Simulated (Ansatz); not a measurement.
Consider the homolysis of the Ge–S bond: `[F][Ge]([F])([SH])[Cl]` → `[F][Ge]([F])[Cl]`• + `[SH]`•.

Gas-phase electronic energies from Ansatz, PBE0-D4/def2-TZVP geometries. CBS: MP2 limit from def2 TZ/QZ plus the TZ coupled-cluster correction, frozen cores. This one scheme is used for every species. DFT in def2-TZVPP. B3LYP here is the variant with VWN-RPA as its local correlation; programs differ in this. HSE06 is defined as in plane-wave codes. Open shells (•) are unrestricted, without spin–orbit coupling. For Ge outer-core shells are correlated without core-valence functions, which leaves a few kJ/mol of doubt a bond. Scalar relativity is left out up to krypton. Each species was taken in one conformer, which may not be the lowest.

```json
{"level": "LDA (SPW92)", "ΔE (kcal/mol)": "91.4", "difference from CCSD(T)/CBS": "6.7"}
{"level": "PBE-D4", "ΔE (kcal/mol)": "78.7", "difference from CCSD(T)/CBS": "-6.0"}
{"level": "revPBE-D4", "ΔE (kcal/mol)": "76.2", "difference from CCSD(T)/CBS": "-8.5"}
{"level": "BLYP-D4", "ΔE (kcal/mol)": "72.9", "difference from CCSD(T)/CBS": "-11.8"}
{"level": "r2SCAN-D4", "ΔE (kcal/mol)": "78.5", "difference from CCSD(T)/CBS": "-6.2"}
{"level": "B97M-V", "ΔE (kcal/mol)": "81.8", "difference from CCSD(T)/CBS": "-2.9"}
{"level": "PBE0-D4", "ΔE (kcal/mol)": "80.3", "difference from CCSD(T)/CBS": "-4.4"}
{"level": "r2SCANh-D4", "ΔE (kcal/mol)": "78.6", "difference from CCSD(T)/CBS": "-6.1"}
{"level": "r2SCAN0-D4", "ΔE (kcal/mol)": "78.6", "difference from CCSD(T)/CBS": "-6.1"}
{"level": "BHLYP-D4", "ΔE (kcal/mol)": "77.1", "difference from CCSD(T)/CBS": "-7.6"}
{"level": "CAM-B3LYP-D4", "ΔE (kcal/mol)": "77.3", "difference from CCSD(T)/CBS": "-7.4"}
{"level": "ωB97M-V", "ΔE (kcal/mol)": "81.0", "difference from CCSD(T)/CBS": "-3.7"}
{"level": "B2PLYP", "ΔE (kcal/mol)": "77.4", "difference from CCSD(T)/CBS": "-7.3"}
{"level": "PBE-QIDH", "ΔE (kcal/mol)": "83.0", "difference from CCSD(T)/CBS": "-1.7"}
{"level": "PBE", "ΔE (kcal/mol)": "76.7", "difference from CCSD(T)/CBS": "-8.0"}
{"level": "revPBE", "ΔE (kcal/mol)": "71.6", "difference from CCSD(T)/CBS": "-13.1"}
{"level": "BLYP", "ΔE (kcal/mol)": "68.8", "difference from CCSD(T)/CBS": "-15.9"}
{"level": "r2SCAN", "ΔE (kcal/mol)": "78.0", "difference from CCSD(T)/CBS": "-6.7"}
{"level": "PBE0", "ΔE (kcal/mol)": "78.5", "difference from CCSD(T)/CBS": "-6.2"}
{"level": "B3LYP", "ΔE (kcal/mol)": "72.6", "difference from CCSD(T)/CBS": "-12.1"}
{"level": "r2SCANh", "ΔE (kcal/mol)": "78.0", "difference from CCSD(T)/CBS": "-6.7"}
{"level": "r2SCAN0", "ΔE (kcal/mol)": "78.1", "difference from CCSD(T)/CBS": "-6.6"}
{"level": "HSE06", "ΔE (kcal/mol)": "78.6", "difference from CCSD(T)/CBS": "-6.1"}
{"level": "BHLYP", "ΔE (kcal/mol)": "74.2", "difference from CCSD(T)/CBS": "-10.5"}
{"level": "CAM-B3LYP", "ΔE (kcal/mol)": "75.4", "difference from CCSD(T)/CBS": "-9.3"}
{"level": "LC-ωPBE", "ΔE (kcal/mol)": "78.2", "difference from CCSD(T)/CBS": "-6.5"}
{"level": "RPA@PBE/def2-TZVPP", "ΔE (kcal/mol)": "75.7", "difference from CCSD(T)/CBS": "-9.0"}
{"level": "HF/def2-SVP", "ΔE (kcal/mol)": "57.4", "difference from CCSD(T)/CBS": "-27.3"}
{"level": "MP2/def2-SVP", "ΔE (kcal/mol)": "80.6", "difference from CCSD(T)/CBS": "-4.1"}
{"level": "HF/def2-TZVPP", "ΔE (kcal/mol)": "57.5", "difference from CCSD(T)/CBS": "-27.2"}
{"level": "MP2/def2-TZVPP", "ΔE (kcal/mol)": "85.3", "difference from CCSD(T)/CBS": "0.6"}
{"level": "SCS-MP2/def2-TZVPP", "ΔE (kcal/mol)": "83.2", "difference from CCSD(T)/CBS": "-1.5"}
{"level": "CCSD/def2-TZVPP", "ΔE (kcal/mol)": "79.2", "difference from CCSD(T)/CBS": "-5.5"}
{"level": "CCSD(T)/def2-TZVPP", "ΔE (kcal/mol)": "81.5", "difference from CCSD(T)/CBS": "-3.2"}
{"level": "HF/def2-QZVPP", "ΔE (kcal/mol)": "57.0", "difference from CCSD(T)/CBS": "-27.7"}
{"level": "MP2/def2-QZVPP", "ΔE (kcal/mol)": "87.0", "difference from CCSD(T)/CBS": "2.3"}
{"level": "SCS-MP2/def2-QZVPP", "ΔE (kcal/mol)": "85.0", "difference from CCSD(T)/CBS": "0.3"}
{"level": "HF/CBS(def2)", "ΔE (kcal/mol)": "56.9", "difference from CCSD(T)/CBS": "-27.8"}
{"level": "MP2/CBS(def2)", "ΔE (kcal/mol)": "88.5", "difference from CCSD(T)/CBS": "3.8"}
{"level": "CCSD/CBS(def2)", "ΔE (kcal/mol)": "82.4", "difference from CCSD(T)/CBS": "-2.3"}
{"level": "CCSD(T)/CBS", "ΔE (kcal/mol)": "84.7", "difference from CCSD(T)/CBS": "0"}
```

Largest T1 diagnostic among the species: 0.014.

At CCSD(T), def2-SVP lies −7.0 kcal/mol from the extrapolated value and def2-TZVPP −3.2 kcal/mol: correlation converges slowly with the basis, and small sets miss more of it in the bonded molecule than in its fragments. The D4 term adds +3.3 kcal/mol with B3LYP and +1.7 kcal/mol with PBE0; it sums over pairs of atoms, weighted by their polarisabilities, and B3LYP, whose exchange is more repulsive, gets the larger term.
